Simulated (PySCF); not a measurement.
**Magnetic susceptibility: `CC(=O)[C@@H](C=O)/C=C/Cl`, C$_{6}$H$_{7}$ClO$_{2}$**

Molfile (atoms numbered from 1):
```
C6H7ClO2
     RDKit          3D

 16 15  0  0  0  0  0  0  0  0999 V2000
   -1.9834    1.1801   -0.2277 C   0  0  0  0  0  0  0  0  0  0  0  0
   -1.0073    0.1538   -0.7094 C   0  0  0  0  0  0  0  0  0  0  0  0
   -1.1035   -0.4650   -1.7304 O   0  0  0  0  0  0  0  0  0  0  0  0
    0.1546   -0.0918    0.2844 C   0  0  1  0  0  0  0  0  0  0  0  0
   -0.4104   -1.1553    1.2041 C   0  0  0  0  0  0  0  0  0  0  0  0
   -1.1080   -0.9188    2.1475 O   0  0  0  0  0  0  0  0  0  0  0  0
    1.3836   -0.5594   -0.4208 C   0  0  0  0  0  0  0  0  0  0  0  0
    2.5682    0.0035   -0.2510 C   0  0  0  0  0  0  0  0  0  0  0  0
    3.9751   -0.5336   -1.0754 Cl  0  0  0  0  0  0  0  0  0  0  0  0
   -2.2773    0.9487    0.7952 H   0  0  0  0  0  0  0  0  0  0  0  0
   -2.8575    1.1994   -0.8732 H   0  0  0  0  0  0  0  0  0  0  0  0
   -1.5136    2.1619   -0.2296 H   0  0  0  0  0  0  0  0  0  0  0  0
    0.3285    0.8195    0.8603 H   0  0  0  0  0  0  0  0  0  0  0  0
   -0.1531   -2.1848    0.9054 H   0  0  0  0  0  0  0  0  0  0  0  0
    1.2486   -1.3817   -1.1080 H   0  0  0  0  0  0  0  0  0  0  0  0
    2.7478    0.8324    0.4172 H   0  0  0  0  0  0  0  0  0  0  0  0
  1  2  1  0
  2  3  2  0
  2  4  1  0
  4  5  1  0
  5  6  2  0
  4  7  1  0
  7  8  2  0
  8  9  1  0
  1 10  1  0
  1 11  1  0
  1 12  1  0
  4 13  1  1
  5 14  1  0
  7 15  1  0
  8 16  1  0
M  END
```

Theory: GIAO mPW1PW91/def2-SVP magnetisability, non-relativistic, IEF-PCM chloroform (PySCF). Geometry: GFN2-xTB.

How diamagnetic is it, and how anisotropic?

Isotropic -1150 × 10⁻³⁰ J/T², or -69.3 × 10⁻⁶ cm³/mol; principal values -1311, -1260, -880 × 10⁻³⁰ J/T², anisotropy 408 × 10⁻³⁰ J/T² (root of half the summed squared differences of the principal values). The susceptibility is in cgs units.

Split it along the inertial axes a, b, c into diamagnetic and paramagnetic parts about the centre of mass, with the quadrupole moment.


| axis | χ (10⁻⁶ cm³/mol) | diamagnetic (10⁻⁶ cm³/mol) | paramagnetic (10⁻⁶ cm³/mol) | summed x² of all electrons (Å²) | quadrupole Θ (D Å) |
| --- | --- | --- | --- | --- | --- |
| a | -72.0 | -608.1 | 536.1 | 393.2 | -4.35 |
| b | -72.4 | -1843.8 | 1771.4 | 101.9 | -6.63 |
| c | -63.4 | -2100.7 | 2037.3 | 41.4 | +10.97 |

Anisotropies 2χaa − χbb − χcc = -8.2 and 2χbb − χaa − χcc = -9.4 × 10⁻⁶ cm³/mol. Θ is traceless in Buckingham's convention.
